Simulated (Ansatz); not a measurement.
One change: `CC(C)CO` becomes `C[CH](C)[SnH3]`.

Ansatz, PBE0-D4/def2-TZVP geometries, multiplicity 1. Each molecule was computed in one conformer, which needn't be the lowest.

Elements past krypton have def2 core potentials.

```json
{"property": "HOMO energy (PBE0/def2-TZVPP) / eV", "`CC(C)CO`": "-7.72"}
{"property": "LUMO energy (PBE/def2-TZVPP) / eV", "`CC(C)CO`": "0.15"}
{"property": "HOMO–LUMO gap (PBE/def2-TZVPP) / eV", "`CC(C)CO`": "6.25"}
{"property": "size of the dipole moment (B3LYP/def2-TZVPP) / D", "`CC(C)CO`": "1.61"}
{"property": "size of the dipole moment (PBE/def2-TZVPP) / D", "`CC(C)CO`": "1.52"}
{"property": "HOMO energy (ωB97M-V/def2-TZVPP) / eV", "`CC(C)CO`": "-10.15"}
```

What does the change do to each property? (An estimate is asked.)

The calculation gave: 
| property | `C[CH](C)[SnH3]` | shift |
| --- | --- | --- |
| HOMO energy (PBE0/def2-TZVPP) / eV | -7.46 | 0.26 |
| LUMO energy (PBE/def2-TZVPP) / eV | -0.38 | -0.53 |
| HOMO–LUMO gap (PBE/def2-TZVPP) / eV | 5.97 | -0.28 |
| size of the dipole moment (B3LYP/def2-TZVPP) / D | 1.06 | -0.55 |
| size of the dipole moment (PBE/def2-TZVPP) / D | 1.08 | -0.44 |
| HOMO energy (ωB97M-V/def2-TZVPP) / eV | -9.59 | 0.56 |

With PBE0 the HOMO rises by 0.26 eV and the LUMO falls by 0.63 eV, so the gap narrows by about 0.89 eV. PBE moves the HOMO by -0.25 eV and ωB97M-V by 0.56 eV. Dipoles are sizes alone; their direction can turn.

B3LYP here is the variant with VWN-RPA as its local correlation; programs differ in this.
